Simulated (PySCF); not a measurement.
## Working out the excitation energy of O

O [He] 2s2 2p4 (3P) → O [He] 2s1 2p5 (3P). Computed with PySCF 2.14 in aug-cc-pVTZ-DK, with scalar relativity by spin-free X2C-1e. Frozen: 1s2. Energies in hartree (1 hartree = 27.21139 eV):

| part | O (lower) | O (upper) |
| --- | --- | --- |
| UHF | -74.865096 | -74.243080 |
| MP2 opposite-spin | -0.110303 | -0.137588 |
| MP2 same-spin | -0.036095 | -0.040582 |

**Question.** What does Hartree-Fock give?

**Answer.** (-74.243080) − (-74.865096) = 0.622016 hartree = 16.926 eV.

**Question.** What do MP2 and SCS-MP2 (6/5 opposite-spin, 1/3 same-spin) give?

**Answer.** The opposite-spin parts differ by -0.742 eV and the same-spin parts by -0.122 eV. MP2: 16.926 + (-0.742) + (-0.122) = 16.062 eV. SCS-MP2: 16.926 + 1.2 × (-0.742) + (-0.122)/3 = 15.995 eV.

The upper state lies above the first ionisation limit, where it may autoionise and the basis confines it.
